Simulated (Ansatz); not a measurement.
`CC[N](C)[Ti]([OH])([OH])[OH]`. The species carries charge 0 and has multiplicity 1. Correlated methods include outer-core shells of Ti, which these sets cover unevenly. Scalar relativity is left out up to krypton.

Z-matrix (Å, degrees):
```
Ti
C 1 2.830
O 1 1.806 2 135.5
O 1 1.817 2 106.1 3 137.5
N 1 1.880 2 27.4 3 38.1
O 1 1.815 2 83.3 3 -114.0
C 1 3.042 2 48.0 3 39.0
H 2 1.099 1 125.6 3 39.2
H 2 1.092 1 74.5 3 139.7
H 2 1.099 1 123.6 3 -118.5
H 3 0.958 1 129.1 2 137.6
H 4 0.957 1 129.0 2 -29.6
H 6 0.957 1 129.6 2 154.7
C 7 1.514 1 86.9 2 176.7
H 7 1.102 1 122.1 2 65.8
H 7 1.102 1 120.8 2 -72.6
H 14 1.091 7 111.4 1 60.0
H 14 1.094 7 111.1 1 -60.5
H 14 1.092 7 109.8 1 -179.7
```

(1) Give the diagnostics of a CCSD(T)/def2-TZVPP run (frozen core, the Gaussian-basis code of Ansatz). (Estimate.)

## Answers

(1) Computed: T1 = 0.0218, largest single amplitude 0.065, largest double 0.026, (T) share of the correlation energy 4.5 %, 14 CCSD cycles. The RHF solution is stable towards an unrestricted one. T1 lies over the customary mark of 0.02 for closed shells; compounds of d metals often pass it without a breakdown.
